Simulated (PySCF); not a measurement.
# Bond lengths and vibrations by method: FH2Si cation

All numbers below are calculated, not measured. The program is PySCF 2.14.0, an open-source quantum chemistry code, run on an isolated molecule that a program drew, which may never have been made. The molecule is FH2Si cation (charge +1, singlet), drawn as the SMILES string `F[SiH2+]`.

The geometry was optimised and harmonic frequencies were computed with HF and MP2, all in the cc-pV(D+d)Z basis, for the commonest isotopes, with a restricted reference for singlets and an unrestricted one otherwise, and a frozen core in MP2. Each result is a local minimum of its method.

Geometry at the HF minimum:
```xyz
4
FH2Si cation, angstrom
F    -0.4670    1.0251    0.6251
Si    0.8621    0.9942    1.4253
H     1.2307   -0.2919    1.9930
H     1.5801    2.2550    1.5114
```

Lengths of the bonds as drawn, in Å (atoms numbered as above):
```
  bond     HF    MP2
F1-Si2  1.552  1.575
Si2-H3  1.453  1.460
Si2-H4  1.453  1.460
```

Rotational constants, in GHz:
```
constant,HF,MP2
A,146.6,145.5
B,16.67,16.2
C,14.97,14.57
```

Harmonic frequencies in cm^-1, each column in rising order, so a row needn't be the same motion in every method:
```
rank,HF,MP2
1,720,680
2,804,?
3,973,929
4,1052,1013
5,2454,2387
6,2518,2457
```

**Estimate the missing MP2 frequency from the HF column.**

A single factor s that minimises the squared misfit of MP2 against s times HF over the other rows is sum(HF x MP2) / sum(HF^2) = 0.9712, with an rms misfit of 13 cm^-1. For rank 2 it gives 0.9712 x 804 = 781 cm^-1. The calculation gives 769 cm^-1, 12 cm^-1 below the estimate. The drawn bonds are on average 0.8 % longer in MP2 than in HF.
